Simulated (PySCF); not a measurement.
MoO₄, charge -2, singlet, geometry from GFN2-xTB (such geometries of metal compounds can be far from the true shape) (core potentials on Mo) (in this run its highest filled SCF level lies above zero, so its values depend strongly on the basis, on diffuse functions most of all); PySCF with DF-B3LYP5/def2-SVP.

The PySCF input:
```python
from pyscf import gto, scf, dft

mol = gto.M(
    atom='''
Mo    0.00000000   -0.00000000    0.00000000
O     1.39196717   -0.30250817   -0.96057373
O     0.47788879    0.29669542    1.62338530
O    -0.83104508    1.37333660   -0.61245111
O    -1.03881088   -1.36752385   -0.05036046
''',
    basis='def2-svp',
    ecp={'Mo': 'def2-svp'},
    charge=-2,
    verbose=4,
)

mf = dft.RKS(mol)
mf.xc = 'b3lyp5'
mf = mf.density_fit(auxbasis='def2-universal-jkfit')
mf.kernel()
```

Question: Write the output that PySCF gives for this input, abridged.

Answer: 
```
PySCF version 2.14.0

[INPUT] verbose = 4
[INPUT] num. atoms = 5
[INPUT] num. electrons = 48
[INPUT] charge = -2
[INPUT] spin (= nelec alpha-beta = 2S) = 0
[INPUT] symmetry False subgroup None
[INPUT] Mole.unit = angstrom
[INPUT] Symbol           X                Y                Z      unit          X                Y                Z       unit  Magmom
[INPUT]  1 Mo     0.000000000000   0.000000000000   0.000000000000 AA    0.000000000000   0.000000000000   0.000000000000 Bohr   0.0
[INPUT]  2 O      1.391967170000  -0.302508170000  -0.960573730000 AA    2.630436725686  -0.571657591743  -1.815221272152 Bohr   0.0
[INPUT]  3 O      0.477888790000   0.296695420000   1.623385300000 AA    0.903078931100   0.560673086213   3.067753611645 Bohr   0.0
[INPUT]  4 O     -0.831045080000   1.373336600000  -0.612451110000 AA   -1.570447598367   2.595230050841  -1.157364862586 Bohr   0.0
[INPUT]  5 O     -1.038810880000  -1.367523850000  -0.050360460000 AA   -1.963068058418  -2.584245545311  -0.095167476907 Bohr   0.0

nuclear repulsion = 210.414390792091
number of shells = 35
number of NR pGTOs = 153
number of NR cGTOs = 87
basis = def2-svp
ecp = {'Mo': 'def2-svp'}

******** <class 'pyscf.df.df_jk.DFRKS'> ********
method = DFRKS
initial guess = minao
damping factor = 0
level_shift factor = 0
DIIS = <class 'pyscf.scf.diis.CDIIS'>
diis_start_cycle = 1
diis_space = 8
diis_damp = 0
SCF conv_tol = 1e-09
SCF conv_tol_grad = None
SCF max_cycles = 50
direct_scf = False
XC library pyscf.dft.libxc version 7.1.2
    S. Lehtola, C. Steigemann, M. J. T. Oliveira, and M. A. L. Marques,  SoftwareX 7, 1–5 (2018)
XC functionals = b3lyp5
    P. A. M. Dirac,  Math. Proc. Cambridge Philos. Soc. 26, 376 (1930)
    F. Bloch,  Z. Phys. 57, 545 (1929)
    A. D. Becke,  Phys. Rev. A 38, 3098 (1988)
    C. Lee, W. Yang, and R. G. Parr,  Phys. Rev. B 37, 785 (1988)
    B. Miehlich, A. Savin, H. Stoll, and H. Preuss,  Chem. Phys. Lett. 157, 200 (1989)
    S. H. Vosko, L. Wilk, and M. Nusair,  Can. J. Phys. 58, 1200 (1980)
radial grids:
    Treutler-Ahlrichs [JCP 102, 346 (1995); DOI:10.1063/1.469408] (M4) radial grids

becke partition: Becke, JCP 88, 2547 (1988); DOI:10.1063/1.454033
pruning grids: <function nwchem_prune>
grids dens level: 3
symmetrized grids: False
atomic radii adjust function: <function treutler_atomic_radii_adjust>
small_rho_cutoff = 0
Set gradient conv threshold to 3.16228e-05
Initial guess from minao.
tot grids = 78768
******** <class 'pyscf.df.df.DF'> ********
auxbasis = def2-universal-jkfit
init E= -361.176039105103
  HOMO = -0.632938833220098  LUMO = -0.329597357775476  gap/eV = 8.25434
cycle= 1 E= -368.073542120263  delta_E= -6.9  |g|= 1.97  |ddm|= 3.42
  HOMO = 0.361880929020743  LUMO = 0.370153399085755  gap/eV = 0.22511
cycle= 2 E= -364.617246978127  delta_E= 3.46  |g|= 4.52  |ddm|= 6.62
  HOMO = 0.188961284651481  LUMO = 0.341814056036245  gap/eV = 4.15934
cycle= 3 E= -368.674955436341  delta_E= -4.06  |g|= 0.683  |ddm|= 5.48
  HOMO = 0.119476533088646  LUMO = 0.326961115651276  gap/eV = 5.64594
cycle= 4 E= -368.789284605962  delta_E= -0.114  |g|= 0.148  |ddm|= 0.943
  HOMO = 0.142258948266859  LUMO = 0.333100878778726  gap/eV = 5.19307
cycle= 5 E= -368.794752585246  delta_E= -0.00547  |g|= 0.0117  |ddm|= 0.167
  HOMO = 0.141696048740713  LUMO = 0.333015057563063  gap/eV = 5.20606
cycle= 6 E= -368.794778706266  delta_E= -2.61e-05  |g|= 0.0013  |ddm|= 0.00771
  HOMO = 0.141522425053933  LUMO = 0.332965296986643  gap/eV = 5.20943
cycle= 7 E= -368.794778998831  delta_E= -2.93e-07  |g|= 0.000354  |ddm|= 0.00142
  HOMO = 0.141515708791308  LUMO = 0.332962617719982  gap/eV = 5.20954
cycle= 8 E= -368.794779012699  delta_E= -1.39e-08  |g|= 0.00024  |ddm|= 0.000421
  HOMO = 0.141499354645958  LUMO = 0.332959384771499  gap/eV = 5.20989
cycle= 9 E= -368.794779024472  delta_E= -1.18e-08  |g|= 3.61e-06  |ddm|= 0.000183
  HOMO = 0.141499458143459  LUMO = 0.332959486832706  gap/eV = 5.20989
cycle= 10 E= -368.794779024481  delta_E= -8.07e-12  |g|= 2.77e-07  |ddm|= 9.77e-06
  HOMO = 0.141499487253177  LUMO = 0.332959490333927  gap/eV = 5.20989
Extra cycle  E= -368.79477902448  delta_E= 5.68e-13  |g|= 3.77e-07  |ddm|= 7.56e-07
converged SCF energy = -368.79477902448
```
